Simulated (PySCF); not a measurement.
Dissociation curve of CuF, singlet.

UKS-PBE0 = unrestricted PBE0/def2-SVP run with PySCF; RKS-PBE0 = restricted PBE0/def2-SVP (PySCF 2.14.0); RHF/def2-SVP (PySCF).

Magnitude of the dipole moment (D; its direction can reverse along the curve, and a method can change to another solution) and Mulliken charge of the fragment that holds Cu1:

| R / Å | μ UKS-PBE0 | q UKS-PBE0 | μ RKS-PBE0 | q RKS-PBE0 | μ RHF | q RHF |
|---|---|---|---|---|---|---|
| 1.40 | 3.37 | 0.51 | 3.37 | 0.51 | 4.57 | 0.67 |
| 1.49 | 3.93 | 0.51 | 3.93 | 0.51 | 5.12 | 0.68 |
| 1.59 | 4.46 | 0.50 | 4.46 | 0.50 | 5.64 | 0.68 |
| 1.65 | 4.74 | 0.50 | 4.74 | 0.50 | 5.93 | 0.68 |
| 1.70 | 4.96 | 0.50 | 4.96 | 0.50 | 6.16 | 0.69 |
| 1.76 | 5.21 | 0.51 | 5.21 | 0.51 | 6.43 | 0.69 |
| 1.83 | 5.48 | 0.51 | 5.48 | 0.51 | 6.74 | 0.69 |
| 1.85 | 5.56 | 0.51 | 5.56 | 0.51 | 6.83 | 0.70 |
| 1.96 | 5.95 | 0.52 | 5.95 | 0.52 | 7.33 | 0.71 |
| 2.03 | 6.17 | 0.53 | 6.17 | 0.53 | 7.65 | 0.71 |
| 2.17 | 6.59 | 0.53 | 6.59 | 0.53 | 8.29 | 0.73 |
| 2.36 | 7.08 | 0.54 | 7.08 | 0.54 | 9.17 | 0.75 |
| 2.67 | 6.71 | 0.47 | 7.72 | 0.53 | 10.63 | 0.78 |
| 2.89 | 6.31 | 0.42 | 8.07 | 0.53 | 11.66 | 0.80 |
| 3.14 | 5.92 | 0.37 | 8.40 | 0.52 | 12.79 | 0.82 |
| 3.52 | 5.46 | 0.31 | 8.85 | 0.50 | 14.43 | 0.84 |
| 3.90 | 5.15 | 0.27 | 9.32 | 0.49 | 16.00 | 0.84 |
| 4.37 | 4.92 | 0.23 | 9.98 | 0.47 | 17.90 | 0.85 |
| 4.76 | 4.84 | 0.21 | 10.58 | 0.46 | 19.42 | 0.85 |
| 5.32 | 4.83 | 0.19 | 11.49 | 0.45 | 21.46 | 0.84 |
| 6.17 | 4.97 | 0.17 | 12.90 | 0.44 | 24.32 | 0.82 |
| 7.03 | 5.22 | 0.16 | 14.33 | 0.43 | 27.05 | 0.80 |

The unrestricted determinant behind UKS-PBE0 is spin-contaminated at 2.67 to 7.03 Å (<S²> up to 0.8, against 0.00 for a pure singlet). At the longest distance UKS-PBE0, RKS-PBE0 leaves fractional charges on the fragments, a sign of delocalisation error or of the restricted form. The restricted form behind RKS-PBE0, RHF keeps the bonding electrons paired and can't separate into open-shell fragments.
